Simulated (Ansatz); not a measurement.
Wavefunction ladder for CH2BFN2 (`N=C1NB1F`)

```xyz
7

N    -0.1296   -0.5600   -1.6137
C    -0.1257   -0.0921   -0.4510
N     0.7435   -0.2687    0.6509
B    -0.3092    0.5840    0.8957
F    -0.8392    1.3377    1.8213
H    -0.9238   -0.2029   -2.1374
H     1.5840   -0.7981    0.8341
```

Charge 0, multiplicity 1. The structure was optimised at the PBE0-D4/def2-TZVP level. It is one conformer, not always the lowest. Frozen core, restricted reference, Ansatz 0.2.0. CBS rows extrapolate triple and quadruple zeta; past MP2 they add the triple-zeta difference.

```
     basis     HF (Eh)  MP2 corr.  CCSD corr.       (T)  CCSD(T) total
  def2-SVP  -271.85921   -0.71166    -0.73116  -0.02434     -272.61471
def2-TZVPP  -272.18445   -0.89130    -0.90069  -0.03949     -273.12463
def2-QZVPP  -272.19675   -0.96001           –         –              –
 CBS(def2)  -272.19844   -1.01091    -1.02030     as TZ     -273.25823
```
